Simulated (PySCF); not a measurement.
C3H6O2Si, SMILES O[SiH](C=C=C)O.

Geometry optimised at PBE0-D3(BJ)/def2-SVP. The structure was generated by enumeration, and PubChem lists no compound with its InChIKey, so it may never have been made. One conformer was computed; it need not be the lowest.

Two levels are set side by side: TDDFT-PBE/def2-SVPD (PySCF) and TDDFT-LC-ωPBE/def2-SVPD (PySCF). Vertical, same geometry. The lowest singlet is HOMO→LUMO 99 % with PBE and HOMO→LUMO 61 %, HOMO→LUMO+1 20 % with the other functional; states are paired by order. Differences are taken from unrounded values.

```
quantity                               TDDFT-LC-ωPBE
-------------------------------------  -------------
lowest singlet excitation (eV)                  5.74
lowest triplet excitation (TDA) (eV)            4.40
first bright state (f over 0.05) (eV)           7.64
its oscillator strength                         0.53
```

Task: What does TDDFT-PBE give, and how far is it from TDDFT-LC-ωPBE? (Estimate from the structure and the level; the computed values follow.)

Result: 
| quantity | TDDFT-PBE | TDDFT-PBE minus TDDFT-LC-ωPBE |
|---|---|---|
| lowest singlet excitation (eV) | 5.23 | -0.51 |
| lowest triplet excitation (TDA) (eV) | 4.55 | 0.14 |
| first bright state (f over 0.05) (eV) | 6.53 | -1.11 |
| its oscillator strength | 0.06 | -0.47 |

Functionals without exact exchange tend to place singlet excitations lower, as here. Differences between two approximate levels are no errors against the true value.

Rough cost on one machine, each run with all the roots and properties that it gave: TDDFT-LC-ωPBE against TDDFT-PBE about 7 times.
